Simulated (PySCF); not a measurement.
**Computed vibrations of Nd(NH2)2**

Nd(NH2)2 (singlet in the valence; each metal's 4f electrons, 4 of them, lie in its core potential, out of spins and levels). PySCF 2.14.0, RKS PBE0, Nd lcecp-0-SVP with ECP50, N def2-SVP, H def2-SVP; non-relativistic Hamiltonian with scalar-relativistic core potentials where named; density fitting; no spin-orbit coupling. Central differences of gradients.

```xyz
7

Nd    0.0000    0.0000   -0.1959
N     2.1431    0.0000    0.8203
H     2.6560   -0.8007    1.1989
H     2.6560    0.8007    1.1989
N    -2.1431    0.0000    0.8203
H    -2.6560    0.8007    1.1989
H    -2.6560   -0.8007    1.1989
```

Run from Python with OMP_NUM_THREADS=2. Where DIIS fails, smearing, a level shift and second-order steps follow.
It took 34 s on 2 threads of Arm Neoverse V1, with other jobs on the host.

**Question.** What are the harmonic wavenumbers and infrared intensities?

**Answer.** Modes are labelled in C2v; negative numbers are unstable modes, those under 60 cm⁻¹ near the noise; a finer grid moves soft modes by up to 10 cm⁻¹.
```
cm⁻¹  km/mol  symmetry
-230       –        b2
-205       –        a2
  78     7.8        a1
 256     0.0        a2
 272    91.8        b2
 427   231.5        b1
 452    54.7        b1
 452    20.1        a1
 481   226.2        a1
1530     8.2        b1
1533    10.0        a1
3496     1.2        b1
3496     0.4        a1
3572     0.0        a2
3572     2.5        b2
```

**Question.** Is this a minimum?

**Answer.** No: 2 unstable; the lowest moves the atoms so:
```
Nd   0.00 -0.01  0.00
N    0.00  0.06  0.00
H    0.18 -0.04 -0.46
H   -0.18 -0.04  0.46
N    0.00  0.06  0.00
H    0.18 -0.04  0.46
H   -0.18 -0.04 -0.46
```

An lcecp potential fixes the number of 4f electrons, so in runs with it no electron can move into or out of that shell; real Nd(II) is rare or takes another configuration.
